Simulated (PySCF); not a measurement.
Match each property card to its molecule.

Structures:
1. `COC[SiH2]OC(C)=O`
2. `CC(=S)O[SiH3]`
3. `c1ccc2c(c1)oc1ccccc12`
4. `C1=CC=C2C(=C1)C=CC1=CC=CC=C12`
5. `[SiH3]c1nnncc1C1CC1`

Card P (geometry PBE0-D3(BJ)/def2-SVP):
* Rotational constants A, B, C: 2.289, 0.601, 0.476 GHz
* Static isotropic polarisability (CAM-B3LYP/def2-SVPD): 142.7 au
* HOMO energy (CAM-B3LYP/def2-SVPD): -7.66 eV
* Dipole moment (CAM-B3LYP/def2-SVPD): 0.71 D
* Isotropic shieldings of nuclei other than C and H, by class (GIAO PBE0/pcSseg-1): 105 (1 O) ppm

Card Q (geometry GFN2-xTB):
* Rotational constants A, B, C: 3.718, 0.770, 0.679 GHz
* Static isotropic polarisability (PBE0/def2-SVPD): 86.0 au
* 13C chemical shifts (computed TMS as zero) by class (GIAO PBE0/pcSseg-1): 176.8 (1 C), 66.3 (1 C), 65.6 (1 C), 24.2 (1 C) ppm
* Isotropic shieldings of nuclei other than C and H, by class (GIAO PBE0/pcSseg-1): -135 (1 O), 139 (1 O), 332 (1 O), 370 (1 Si) ppm
* Lowest triplet excitation (Tamm–Dancoff) (TDA PBE0/def2-SVPD): 5.31 eV

Card R (geometry PBE0-D3(BJ)/def2-SVP):
* Rotational constants A, B, C: 1.440, 1.070, 0.650 GHz
* Static isotropic polarisability (CAM-B3LYP/def2-SVPD): 114.2 au
* 13C chemical shifts (computed TMS as zero) by class (GIAO KT3/pcSseg-1): 149.8 (1 C), 133.5 (1 C), 131.3 (1 C), 16.6 (2 C), 15.4 (1 C) ppm
* Lowest singlet excitation (TDDFT CAM-B3LYP/def2-SVPD): 3.82 eV (325 nm, f = 0.005)
* Vertical ionisation energy (ΔSCF CAM-B3LYP/def2-SVPD): 9.20 eV

Card S (geometry GFN2-xTB):
* Rotational constants A, B, C: 4.991, 2.303, 1.621 GHz
* Static isotropic polarisability (PBE0/def2-SVPD): 76.0 au
* Lowest singlet excitation (TDDFT PBE0/def2-SVPD): 3.41 eV (364 nm, f = 0.000)
* HOMO energy (PBE0/def2-SVPD): -6.72 eV
* Lowest triplet excitation (Tamm–Dancoff) (TDA PBE0/def2-SVPD): 3.02 eV
* Dipole moment (PBE0/def2-SVPD): 2.09 D
* Strongest line among the 6 lowest singlet transitions (TDDFT PBE0/def2-SVPD): S3 at 5.87 eV (211 nm, f = 0.194)

Card T (geometry PBE0-D3(BJ)/def2-SVP):
* Rotational constants A, B, C: 1.617, 0.553, 0.412 GHz
* Static isotropic polarisability (CAM-B3LYP/def2-SVPD): 167.2 au
* Lowest triplet excitation (Tamm–Dancoff) (TDA CAM-B3LYP/def2-SVPD): 3.09 eV
* Largest of the computed one-bond spin–spin couplings (means over like bonds) (B3LYP/pcJ-1, spin–dipole term left out): 13C–1H +167.5 (×2), 13C–1H +167.2 (×2), 13C–1H +166.7 (×2), 13C–1H +165.6 (×2), 13C–1H +163.5 (×2) Hz
* Point group: C2v
* HOMO energy (CAM-B3LYP/def2-SVPD): -7.36 eV

All species are isolated and taken at one optimised geometry, non-relativistic unless stated; the electronic structure was computed with PySCF and density fitting. NMR classes are plain means over equivalent atoms (diastereotopic ones count apart unless rotation or inversion swaps them), as if these changed places fast.

Task: Which card belongs to which structure?

Result: P = 3, Q = 1, R = 5, S = 2, T = 4. What ties each card to its structure:
- 1 (card Q), C4H10O3Si, monoisotopic mass 134.0 u, 8 heavy atoms: 4 C in 4 classes; the least shielded carbon (176.8 ppm) is a carbonyl carbon; an asymmetric top with C = 0.679 GHz; polarisability 86.0 au for 72 electrons.
- 2 (card S), C2H6OSSi, monoisotopic mass 106.0 u, 5 heavy atoms: an asymmetric top with C = 1.621 GHz, the highest such constant on the cards; polarisability 76.0 au for 56 electrons; dipole 2.09 D.
- 3 (card P), C12H8O, monoisotopic mass 168.1 u, 13 heavy atoms: an asymmetric top with C = 0.476 GHz; polarisability 142.7 au for 88 electrons; dipole 0.71 D.
- 4 (card T), C14H10, monoisotopic mass 178.1 u, 14 heavy atoms: an asymmetric top with C = 0.412 GHz, the lowest such constant on the cards; polarisability 167.2 au for 94 electrons.
- 5 (card R), C6H9N3Si, monoisotopic mass 151.1 u, 10 heavy atoms: 6 C in 5 classes; the least shielded carbon (149.8 ppm) is a substituted aromatic carbon; an asymmetric top with C = 0.650 GHz; polarisability 114.2 au for 80 electrons.
